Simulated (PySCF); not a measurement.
C6H7NS.
Structure used (GFN2-xTB), in Å, numbered top down from 1:
```
atom  x, y, z in Å
C1    -2.4955    0.2487    0.4847
C2    -1.4087   -0.4927    0.3919
C3    -0.4564   -0.4600   -0.7685
C4     0.9052   -0.0557   -0.2953
C5     1.2909    1.2721    0.0063
N6     2.5097    1.4376    0.4395
S7     3.2975    0.0121    0.5261
C8     1.9567   -0.8919   -0.0419
H9    -2.7836    0.9345   -0.2955
H10   -3.1484    0.1992    1.3393
H11   -1.1356   -1.1731    1.1881
H12   -0.4000   -1.4535   -1.2214
H13   -0.8101    0.2499   -1.5185
H14    0.6569    2.1355   -0.0980
H15    2.0171   -1.9549   -0.1589
```

The closed-shell SCF was solved with PySCF and density fitting under several settings on one GFN2-xTB geometry (grid level 2 and gas phase unless stated).

| settings | basis functions | SCF cycles | E (Eh) | HOMO (eV) | LUMO (eV) | dipole (D) |
| --- | --- | --- | --- | --- | --- | --- |
| PBE0/MINI, start guess huckel, fitting basis def2-qzvpp-jkfit | 51 | 15 | -680.9375 | -9.25 | -2.37 | 1.96 |
| PW91/def2-SVPD | 223 | 17 | -685.3143 | -6.33 | -1.90 | 2.55 |

Q: Estimate the row for these settings: LC-wPBE/6-31G, IEF-PCM cyclohexane, grid level 1, fitting basis def2-qzvpp-jkfit.

A: 
| settings | basis functions | SCF cycles | E (Eh) | HOMO (eV) | LUMO (eV) | dipole (D) |
| --- | --- | --- | --- | --- | --- | --- |
| LC-wPBE/6-31G, IEF-PCM cyclohexane, grid level 1, fitting basis def2-qzvpp-jkfit | 90 | 11 | -685.2721 | -9.89 | 1.45 | 3.65 |

Q: Over all rows, what range does the HOMO–LUMO gap span?

A: From 4.43 eV (PW91/def2-SVPD) to 11.34 eV (LC-wPBE/6-31G, IEF-PCM cyclohexane, grid level 1, fitting basis def2-qzvpp-jkfit). The functional of the narrowest has no exact exchange, that of the widest range-separated exact exchange.

Q: And the dipole moment?

A: From 1.96 D (PBE0/MINI, start guess huckel, fitting basis def2-qzvpp-jkfit) to 3.65 D (LC-wPBE/6-31G, IEF-PCM cyclohexane, grid level 1, fitting basis def2-qzvpp-jkfit); the largest is 1.86 times the smallest, and the median is 2.55 D.

Whole jobs, the steps after the SCF included, on Arm Neoverse V2, one thread, no GPU, on a shared host:

| settings | work after the SCF | wall time | peak memory |
| --- | --- | --- | --- |
| PBE0/MINI, start guess huckel, fitting basis def2-qzvpp-jkfit | shieldings, ring-centre shieldings | 5.4 s | 0.44 GiB |
| PW91/def2-SVPD | 12 singlets by TDA, polarisability | 40 s | 0.72 GiB |
| LC-wPBE/6-31G, IEF-PCM cyclohexane, grid level 1, fitting basis def2-qzvpp-jkfit | spin–spin couplings from 14 perturbed nuclei, spin–dipole term for 1 of them | 14 s | 0.68 GiB |

Cycle counts include a coarse-grid stage where the run had one. The species at its GFN2-xTB geometry (one conformer only).
